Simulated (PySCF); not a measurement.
**`CC=C=C=C=C(C)Br`, C$_{7}$H$_{7}$Br**

Geometry:
```tsv
atom	x (Å)	y (Å)	z (Å)
C1	-3.615	0.478	-0.239
C2	-2.613	-0.372	0.475
C3	-1.304	-0.219	0.420
C4	-0.032	-0.067	0.366
C5	1.241	0.071	0.307
C6	2.547	0.210	0.259
C7	3.483	-0.430	-0.710
Br8	3.388	1.342	1.548
H9	-4.313	0.939	0.480
H10	-4.225	-0.136	-0.923
H11	-3.132	1.274	-0.819
H12	-3.004	-1.192	1.096
H13	4.052	0.335	-1.262
H14	4.212	-1.065	-0.181
H15	2.924	-1.048	-1.426
```

The calculation used TDDFT CAM-B3LYP/aug-cc-pVDZ circular dichroism and optical rotation, one conformer, gas phase in PySCF. Geometry: PBE0-D3(BJ)/def2-SVP.

The calculation is non-relativistic, which matters for the atoms heavier than Zn. No stereocentre is labelled: unless the shape is locked (an allene, a helicene, a hindered biaryl), the mirror image is equally populated and a measured rotation or CD is zero.

**Question.** Draw the ECD and absorption spectra from the lowest 12 states, each a Gaussian of half-width 0.3 eV at 1/e height.

**Answer.** 
| E (eV) | λ (nm) | Δε (L mol⁻¹ cm⁻¹) | ε (L mol⁻¹ cm⁻¹) |
| --- | --- | --- | --- |
| 2.86 | 433 | 0.00 | 0 |
| 3.01 | 412 | 0.00 | 0 |
| 3.16 | 392 | -0.01 | 0 |
| 3.31 | 375 | -0.01 | 0 |
| 3.46 | 358 | -0.02 | 0 |
| 3.61 | 343 | -0.03 | 0 |
| 3.76 | 330 | -0.06 | 0.0683 |
| 3.91 | 317 | -0.09 | 0.765 |
| 4.06 | 305 | -0.04 | 5.19 |
| 4.21 | 294 | +0.14 | 21.4 |
| 4.36 | 284 | +0.44 | 53.5 |
| 4.51 | 275 | +0.68 | 82.7 |
| 4.66 | 266 | +0.64 | 114 |
| 4.81 | 258 | +0.48 | 563 |
| 4.96 | 250 | +1.14 | 4200 |
| 5.11 | 243 | +4.69 | 20400 |
| 5.26 | 236 | +12.58 | 60600 |
| 5.41 | 229 | +19.23 | 110000 |
| 5.56 | 223 | +15.26 | 122000 |
| 5.71 | 217 | +4.63 | 84500 |
| 5.86 | 212 | -0.04 | 38300 |
| 6.01 | 206 | +1.61 | 12400 |
| 6.16 | 201 | +2.92 | 3600 |
| 6.31 | 196 | +2.62 | 1500 |

Δε uses R in velocity form, ε uses f in length form. Only the states computed contribute, so the short-wavelength end is incomplete.
